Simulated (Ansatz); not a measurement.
Consider the ligand exchange at a B–N bond: `NBCl` + HBr → `ClBBr` + NH₃.

Gas-phase electronic energies from Ansatz, PBE0-D4/def2-TZVP geometries. CCSD(T)/CBS is the MP2 limit (def2-TZVPP, def2-QZVPP) plus CCSD(T) − MP2 in def2-TZVPP, frozen cores. This one scheme is used for every species. DFT in def2-TZVPP. For Br outer-core shells are correlated without core-valence functions, which leaves a few kJ/mol of doubt a bond. Scalar relativity is left out up to krypton. Each species was taken in one conformer, which may not be the lowest.

CCSD(T)/CBS gives +54.7 kJ/mol.

(1) Another level gave +59.4 kJ/mol. Which?
A. BHLYP-D4/def2-TZVPP
B. MP2/def2-TZVPP
C. CAM-B3LYP-D4/def2-TZVPP
D. PBE0/def2-TZVPP

(2) What do rigid-rotor, harmonic-oscillator terms from PBE0-D4/def2-TZVP frequencies (298.15 K, 1 bar) make of the CCSD(T)/CBS value? (Best estimate.)

Largest T1 diagnostic among the species: 0.011.

## Answers

(1) D. PBE0 59.4, MP2/def2-TZVPP 53.3, CAM-B3LYP-D4 69.0, BHLYP-D4 64.4 kJ/mol.

(2) Ansatz gave: ΔZPE = +3.5 kJ/mol, ΔH = +59.3 kJ/mol, ΔS = 11 J/(mol·K), ΔG = +56.0 kJ/mol.

Leaving LDA and LC-ωPBE aside and taking each functional with its dispersion term where it has one, the values, not all of them listed here, spread over 14.6 kJ/mol, from revPBE-D4 to CAM-B3LYP-D4. LDA lies +11.6 kJ/mol from PBE without D4. From BLYP to BHLYP (50 % exact exchange), in def2-TZVPP and without D4, ΔE moves by +4.9 kJ/mol. In def2-TZVPP, CCSD(T) changes the Hartree–Fock value by −8.7 kJ/mol (the triples alone add −2.2 kJ/mol) and MP2 by −12.8 kJ/mol.
